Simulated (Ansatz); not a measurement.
`FC[S][SnH3]`. Charge 0, multiplicity 1. Correlated methods include outer-core shells of Sn, which these sets cover unevenly. Sn takes the def2 core potential.

| atom | x (Å) | y (Å) | z (Å) |
| --- | --- | --- | --- |
| F1 | -1.745 | -1.079 | -0.216 |
| C2 | -1.592 | 0.283 | -0.076 |
| S3 | -0.247 | 0.935 | -1.076 |
| Sn4 | 1.586 | -0.185 | 0.020 |
| H5 | -1.435 | 0.492 | 0.984 |
| H6 | -2.505 | 0.771 | -0.426 |
| H7 | 2.971 | 0.746 | -0.317 |
| H8 | 1.208 | -0.194 | 1.684 |
| H9 | 1.758 | -1.769 | -0.577 |

Question: Give the diagnostics of a CCSD(T)/def2-TZVPP run (frozen core, Ansatz 0.2.0). (Best estimate.)

Answer: The calculation gave: T1 = 0.0128, largest single amplitude 0.017, largest double 0.031, (T) share of the correlation energy 3.4 %, 10 CCSD cycles. The RHF solution is stable towards an unrestricted one. T1 lies under the customary mark of 0.02 for closed shells.
